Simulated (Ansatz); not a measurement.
Gas-phase electronic energies from Ansatz, PBE0-D4/def2-TZVP geometries. CCSD(T)/CBS adds triple-zeta CCSD(T) − MP2 to the extrapolated MP2 energy (def2 sets, frozen cores). Functionals use def2-TZVPP. def2 core potentials past Kr. For Te outer-core shells are correlated without core-valence functions, which leaves a few kJ/mol of doubt a bond. One conformer a species, not always the lowest.

Reaction (redistribution): `N[Si](O)(O)[TeH]` + `OB(O)F` → `OB(O)[TeH]` + `N[Si](O)(O)F`

`N[Si](O)(O)[TeH]`:

```xyz
10

N    -1.087    0.866   -0.588
Si    0.022   -0.068    0.296
O    -0.505   -1.597    0.038
O     0.059    0.409    1.862
Te    2.460    0.131   -0.227
H    -0.961    1.862   -0.672
H    -1.508    0.471   -1.413
H     0.131   -2.291    0.222
H    -0.795    0.550    2.277
H     2.185   -0.333   -1.796
```

`OB(O)F`:

```xyz
6

O    -0.602    0.390    0.851
B    -0.038   -0.043   -0.309
O     1.220   -0.534   -0.345
F    -0.722    0.007   -1.453
H    -1.498    0.714    0.737
H     1.639   -0.534    0.518
```

`OB(O)[TeH]`:

Z-matrix (Å, degrees):
```
B
O 1 1.354
Te 1 2.206 2 120.4
O 1 1.352 2 116.8 3 -180.0
H 2 0.957 1 115.7 3 0.0
H 3 1.657 1 93.3 2 -179.8
H 4 0.957 1 114.6 2 180.0
```

`N[Si](O)(O)F`:

Cartesian coordinates in Å:
```
N -1.274 0.454 -0.293
Si 0.261 -0.224 -0.125
O 0.284 -0.877 1.368
O 1.416 0.884 -0.429
F 0.620 -1.380 -1.160
H -1.508 1.035 -1.080
H -2.082 0.008 0.107
H 0.906 -1.588 1.524
H 1.377 1.689 0.088
```

| level | ΔE (eV) |
| --- | --- |
| LDA (SPW92) | 0.16 |
| revPBE-D4 | 0.15 |
| revPBE | 0.13 |
| r2SCANh | 0.09 |
| BHLYP | 0.09 |
| LC-ωPBE | 0.10 |
| HF/def2-QZVPP | 0.07 |
| MP2/def2-QZVPP | 0.06 |

Task: What does CCSD(T)/CBS give? (Best estimate.)

Result: Computed: +0.06 eV. The listed levels differ from it by 0.10, 0.09, 0.07, 0.03, 0.03, 0.04, 0.01, 0.00 eV.

Task: What do rigid-rotor, harmonic-oscillator terms from PBE0-D4/def2-TZVP frequencies (298.15 K, 1 bar) make of the CCSD(T)/CBS value? (Estimate.)

Result: Computed: ΔZPE = -0.02 eV, ΔH = +0.05 eV, ΔS = 5 J/(mol·K), ΔG = +0.03 eV.

Largest T1 diagnostic among the species: 0.012.

At CCSD(T), def2-SVP lies +0.26 eV from the extrapolated value and def2-TZVPP −0.01 eV. The D4 term adds +0.04 eV with B3LYP and +0.03 eV with PBE0; it sums over pairs of atoms, weighted by their polarisabilities, and B3LYP, whose exchange is more repulsive, gets the larger term.

B3LYP here is the variant with VWN-RPA as its local correlation; programs differ in this.
